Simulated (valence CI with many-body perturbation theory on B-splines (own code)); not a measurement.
Te31+: M1 decay

Level of theory: valence CI with perturbative core correlation (CI+MBPT): three valence electrons over a frozen Dirac-Fock core [Ar], radial functions for each j: 7 s, 7 p, 8 d, 6 f, 4 g, 1 h, with the one-electron correlation potential Σ1 (screened to all orders), the two-electron term Σ2, the three-electron term Σ3, Breit, model QED; selected single and double excitations, second order for the rest, scaled by the run's own slope (own B-spline code, finite nucleus).

The last digits are not significant, and no measured levels were compared; by estimate large intervals hold to a few tenths of a per cent, small ones and those within an open d or f shell to about a per cent. Only levels of the ground parity were solved; by the run's estimate the other parity begins above the list, which can be wrong where configurations are misplaced.

Lines 51 to 69 of 69 in falling wavelength, among levels below 476770 cm⁻¹, chosen from the decays that carry over 1 % of a level's rate. Wavelengths and rates use the calculated energies. S is in atomic units (e²a₀⁴ for E2 and M2, e²a₀⁶ for E3), for M1 in squared Bohr magnetons. Weak lines are less certain than strong ones. Lines between different terms over intervals too small for the method are left out, as are lines whose strength nearly cancels. The highest levels of a list are the least certain.

Levels are named by their leading jj configuration (3d3/2^4 stands for four electrons in 3d with j = 3/2), which in mixed levels can hold well under half, so a name can repeat and another be missing. Letters in brackets count levels of one name in rising energy.

```
λ vac (Å)                      Upper                      Lower  Type   A (s⁻¹)  S (a.u.)
    488.0  (3d3/2 3d5/2^2) J=3/2 [b]  (3d3/2 3d5/2^2) J=3/2 [a]    M1  9.00e+03  1.55e-01
    482.5  (3d3/2 3d5/2^2) J=5/2 [a]  (3d3/2^2 3d5/2) J=5/2 [a]    M1  2.89e+03  7.21e-02
    470.6            (3d5/2^3) J=9/2      (3d3/2^2 3d5/2) J=7/2    M1  1.90e+03  7.32e-02
    445.2            (3d5/2^3) J=5/2  (3d3/2 3d5/2^2) J=3/2 [a]    M1  2.49e+04  4.89e-01
    437.0            (3d5/2^3) J=3/2      (3d3/2^2 3d5/2) J=3/2    M1  2.88e+03  3.56e-02
    427.6  (3d3/2 3d5/2^2) J=3/2 [a]            (3d3/2^3) J=3/2    M1  3.11e+03  3.60e-02
    423.7  (3d3/2 3d5/2^2) J=3/2 [b]  (3d3/2^2 3d5/2) J=5/2 [b]    M1  1.14e+03  1.29e-02
    415.9  (3d3/2 3d5/2^2) J=7/2 [b]  (3d3/2^2 3d5/2) J=5/2 [a]    M1  2.04e+03  4.36e-02
    406.1      (3d3/2 3d5/2^2) J=1/2            (3d3/2^3) J=3/2    M1  6.09e+02  3.02e-03
    391.2            (3d5/2^3) J=5/2  (3d3/2^2 3d5/2) J=5/2 [b]    M1  1.27e+04  1.69e-01
    380.4            (3d5/2^3) J=5/2  (3d3/2 3d5/2^2) J=7/2 [a]    M1  1.03e+04  1.26e-01
    367.1            (3d5/2^3) J=3/2  (3d3/2^2 3d5/2) J=5/2 [a]    M1  7.88e+03  5.78e-02
    360.4  (3d3/2 3d5/2^2) J=5/2 [a]            (3d3/2^3) J=3/2    M1  5.24e+02  5.46e-03
    335.8  (3d3/2 3d5/2^2) J=5/2 [b]            (3d3/2^3) J=3/2    M1  2.58e+03  2.17e-02
    327.8  (3d3/2 3d5/2^2) J=3/2 [b]      (3d3/2^2 3d5/2) J=1/2    M1  1.52e+03  7.92e-03
    307.7  (3d3/2 3d5/2^2) J=3/2 [b]      (3d3/2^2 3d5/2) J=3/2    M1  3.77e+03  1.63e-02
    291.9            (3d5/2^3) J=3/2            (3d3/2^3) J=3/2    M1  6.25e+02  2.30e-03
    286.0            (3d5/2^3) J=5/2      (3d3/2^2 3d5/2) J=7/2    M1  2.51e+03  1.30e-02
    271.3  (3d3/2 3d5/2^2) J=3/2 [b]  (3d3/2^2 3d5/2) J=5/2 [a]    M1  3.79e+03  1.12e-02
```
